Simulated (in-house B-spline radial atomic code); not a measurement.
Configurations of Ga2+, with energies counted from [Ar] 3d10 4s1. All numbers are computed (scalar-relativistic (X2C) BHandHLYP, spin-polarised, spherical fractional occupations, exact exchange averaged over the configuration; Fermi nucleus of rms radius 3.9973 fm) with a radial B-spline atomic code at the basis-set limit, not measured. Shells without spins written out take the highest spin.

Occupations are held fixed; configurations that lie above the ionisation limit could autoionise.

| configuration | E - E(ref) (eV) | highest orbital | its <r> (bohr) |
| --- | --- | --- | --- |
| [Ar] 3d10 4p1 | 8.252 | 4p up | 2.51 |
| [Ar] 3d9 4s1 4p1 | 23.124 | 4p up | 2.325 |
| [Ar] 3d9 4s1 5s1 | 34.636 | 5s up | 4.456 |
| [Ar] 3d9 4s1 4d1 | 34.936 | 4d up | 3.509 |
| [Ar] 3d9 4s1 5p1 | 37.33 | 5p up | 5.191 |
| [Ne] 3s2 3p5 3d10 4s2 | 101.18 | 4s down | 2.016 |

Problem. Order these further configurations by energy, lowest first.
A. [Ar] 3d9 4s2
B. [Ar] 3d9 4s1 4f1
C. [Ar] 3d10 4f1
D. [Ne] 3s2 3p5 3d10 4s1 4d1
E. [Ne] 3s2 3p5 3d10 4s1 4f1

Solution. A (15.799 eV), C (23.307 eV), B (40.939 eV), D (120.41 eV), E (126.44 eV).

Problem. How far above the reference does [Ne] 3s2 3p5 3d10 4s1 5d1 lie?

Solution. 126.45 eV; its least bound orbital is 5d up with <r> = 7.003 bohr.
